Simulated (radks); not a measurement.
Q: Ti IV, 19 electrons, occupied as [Ne] 3s2 3p5.75 3d1 4f0.25 (fractional occupations, a model configuration). Calculated with a radial shooting solver on a logarithmic mesh with Libxc functionals: Dirac Kohn-Sham, PBE, spin-unpolarised, spherical densities, finite nucleus; open shells fill j = l - 1/2 first; Fermi nuclear charge, rms radius 3.5921 fm. Some entries of the table are withheld. Estimate them.

| orbital | occ. | eigenvalue (hartree) | <1/r> (bohr^-1) |
|---|---|---|---|
| 1s1/2 | 2 | -180.2926 | 21.80 |
| 2s1/2 | 2 | -21.12696 | 4.560 |
| 2p1/2 | 2 | (1) | 4.492 |
| 2p3/2 | 4 | (2) | 4.435 |
| 3s1/2 | 2 | (3) | 1.425 |
| 3p1/2 | 2 | -2.73851 | 1.312 |
| 3p3/2 | 3.75 | -2.71270 | 1.300 |
| 3d3/2 | 1 | (4) | 1.035 |
| 3d5/2 | 0 | (5) | 1.033 |
| 4s1/2 | 0 | (6) | 0.5156 |
| 4p1/2 | 0 | -0.82347 | 0.4542 |
| 4p3/2 | 0 | -0.81962 | 0.4517 |
| 4d3/2 | 0 | -0.53980 | 0.3481 |
| 4d5/2 | 0 | -0.53942 | 0.3478 |
| 4f5/2 | 0.25 | (7) | 0.2371 |
| 4f7/2 | 0 | (8) | 0.2371 |

A: 
(1) 2p1/2 eigenvalue (hartree): -17.86306
(2) 2p3/2 eigenvalue (hartree): -17.65088
(3) 3s1/2 eigenvalue (hartree): -3.61135
(4) 3d3/2 eigenvalue (hartree): -1.38138
(5) 3d5/2 eigenvalue (hartree): -1.37894
(6) 4s1/2 eigenvalue (hartree): -1.02698
(7) 4f5/2 eigenvalue (hartree): -0.37038
(8) 4f7/2 eigenvalue (hartree): -0.37037
